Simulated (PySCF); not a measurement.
In(OH)(PH2)2 (H₅InOP₂), SMILES [OH][In]([PH2])[PH2].

Coordinates come from a PBE-D3(BJ)/def2-SVP optimisation. The structure was generated by enumeration; whether it is a known compound was not checked. The def2 effective core potentials stand for the cores of In; spin–orbit coupling is left out. Other conformers were not sampled.

Two levels are set side by side: PBE/def2-TZVP (PySCF) and r2SCAN/def2-TZVP (PySCF). Same geometry, gas phase. Differences are taken from unrounded values.

| quantity | PBE |
|---|---|
| orbital gap (eV) | 3.75 |
| highest occupied level (eV) | -6.09 |
| lowest empty level (eV) | -2.35 |
| dipole moment (D) | 1.89 |
| mean polarisability (bohr³) | 108.2 |

Question: These are the PBE values. What does r2SCAN give? (Estimate from the structure and the level; the computed values follow.)

Answer: 
| quantity | r2SCAN | PBE minus r2SCAN |
|---|---|---|
| orbital gap (eV) | 4.12 | -0.38 |
| highest occupied level (eV) | -6.32 | 0.23 |
| lowest empty level (eV) | -2.20 | -0.15 |
| dipole moment (D) | 2.00 | -0.11 |
| mean polarisability (bohr³) | 105.8 | 2.4 |

Rough cost on one machine, each run with all the roots and properties that it gave: r2SCAN against PBE about 4 times.
